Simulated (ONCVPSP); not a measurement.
## Configuration tests for Zn (Z = 30) (ONCV)

zinc, optimised norm-conserving Vanderbilt (ONCV), made with ONCVPSP 4.0.1 (revPBE, scalar-relativistic). Core [Ne], reference 3s2 3p6 3d10 4s1 (charge +1). Waves: 3s+4s: rc 1.00 bohr, ncon 4, nbas 7, qcut 11.6 1/bohr, 2 projectors; 3p: rc 1.10 bohr, ncon 4, nbas 7, qcut 15.3 1/bohr, 2 projectors, debl 1.6 Ha; 3d: rc 1.20 bohr, ncon 4, nbas 9, qcut 14 1/bohr, 1 projector. Local part: polynomial inside 0.85 bohr (lpopt 3, dvloc0 0 Ha). Core correction: Teter function, fcfact 2, rcfact 1.65.

In the p channel the program set the typed energies aside and used -3.419, 0.250 Ha.

Energies are relative to the spin-unpolarised reference configuration 3s2 3p6 3d10 4s1; without spin polarisation the order of configurations can differ from experiment.

```json
{"valence configuration": "3s2 3p6 3d10 4s2", "charge": "0", "ΔE all-electron (eV)": "-9.776", "error AE − PS (meV)": "+1.6"}
{"valence configuration": "3s2 3p6 3d10 4s0", "charge": "+2", "ΔE all-electron (eV)": "18.265", "error AE − PS (meV)": "+0.4"}
{"valence configuration": "3s2 3p6 3d9 4s0", "charge": "+3", "ΔE all-electron (eV)": "58.675", "error AE − PS (meV)": "-16"}
{"valence configuration": "3s2 3p6 3d10 4s1 4p1", "charge": "0", "ΔE all-electron (eV)": "-4.720", "error AE − PS (meV)": "+0.5"}
```

Levels in the configuration 3s2 3p6 3d9 4s0:

```
level  all-electron (eV)  pseudo (eV)
   3s           -171.073     -171.167
   3p           -125.000     -125.084
   3d            -50.600      -50.607
```
